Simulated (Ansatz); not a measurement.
`CO/C(O)=C\C(=O)C(F)(F)F` + H₂O → `O=C(O)C(F)(F)F` + `C=C(O)OC`  (formal hydrolysis of a C–C bond)

Isolated molecules relaxed with PBE0-D4/def2-TZVP in Ansatz; ΔE leaves out vibrations. CCSD(T)/CBS is the MP2 limit (def2-TZVPP, def2-QZVPP) plus CCSD(T) − MP2 in def2-TZVPP, frozen cores. This one scheme is used for every species. One conformer a species, not always the lowest.

```
                  species  CCSD(T)/CBS(def2) energy (Eh)
`CO/C(O)=C\C(=O)C(F)(F)F`                     -718.12005
                      H₂O                      -76.37941
         `O=C(O)C(F)(F)F`                     -526.42912
               `C=C(O)OC`                     -268.07891
```

Work out ΔE.

ΔE = (-526.42912) + (-268.07891) − (-718.12005) − (-76.37941) = -0.00857 Eh = -22.5 kJ/mol.

Largest T1 diagnostic among the species: 0.014.

In def2-TZVPP, CCSD(T) changes the Hartree–Fock value by +23.3 kJ/mol (the triples alone add +4.6 kJ/mol) and MP2 by +26.5 kJ/mol. From PBE to PBE0 (25 % exact exchange), in def2-TZVPP and without D4, ΔE moves by −3.0 kJ/mol.
